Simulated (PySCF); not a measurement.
Structure problem from calculated spectra and properties.

Formula: C3H7ClO2S.

* Rotational structure: rotational constants A, B, C: 2.622, 1.387, 1.188 GHz [PBE0-D3(BJ)/def2-TZVP]
* Dipole: 4.21 D [B97-2/pcSseg-2]
* 1H NMR: chemical shifts (computed TMS as zero) by class: 3.16 (2 H), 1.95 (2 H), 1.25 (3 H) ppm [GIAO B97-2/pcSseg-2]
* NMR, other nuclei: isotropic shieldings of nuclei other than C and H, by class: 33 (2 O), 139 (1 S), 395 (1 Cl) ppm [GIAO B97-2/pcSseg-2]
* 13C NMR: chemical shifts (computed TMS as zero) by class: 68.6 (1 C), 22.6 (1 C), 14.2 (1 C) ppm [GIAO B97-2/pcSseg-2]

The electronic properties come from PySCF, for the isolated species, density fitting. Levels stand in brackets. Isolated species at its PBE0-D3(BJ)/def2-TZVP geometry (one conformer only). Each NMR value is the plain mean over a class of atoms that symmetry, rotation or inversion makes alike.

Question: What is the compound? Reason from the data.

Answer: Numbering: `[CH3:1][CH2:2][CH2:3][S:4](=[O:5])(=[O:6])[Cl:7]`. 3 carbons fall into 3 classes; from least to most shielded: sp3 carbon bound to sulfur [C3] (68.6 ppm), chain CH2 carbon [C2] (22.6 ppm), methyl carbon [C1] (14.2 ppm). Hydrogen classes from least to most shielded: 2 H on an sp3 carbon bound to sulfur, C3 (3.16 ppm), 2 H on a chain CH2 carbon, C2 (1.95 ppm), 3 H on a methyl carbon, C1 (1.25 ppm, a mean of values up to 1.2 ppm apart in this geometry). The other shieldings belong to: 33 ppm, sulfonyl oxygen [O5/O6]; 139 ppm, sulfonyl sulfur [S4]; 395 ppm, chlorine bonded to S [Cl7]. The optimised geometry has point group C1 and is an asymmetric top. Structure: `CCCS(=O)(=O)Cl`. Computed isomers that give other values at the same levels: `CC(C)S(=O)(=O)Cl` (13C chemical shifts (computed TMS as zero) by class: 69.8 (1 C), 19.0 (2 C) ppm). The assignments are read from this structure; whether some other isomer fits the data as well wasn't checked.

Conformer computed: `[CH3:1][CH2:2][CH2:3][S:4](=[O:5])(=[O:6])[Cl:7]`: C1–C2–C3–S4 77°, C2–C3–S4–O5 177°.
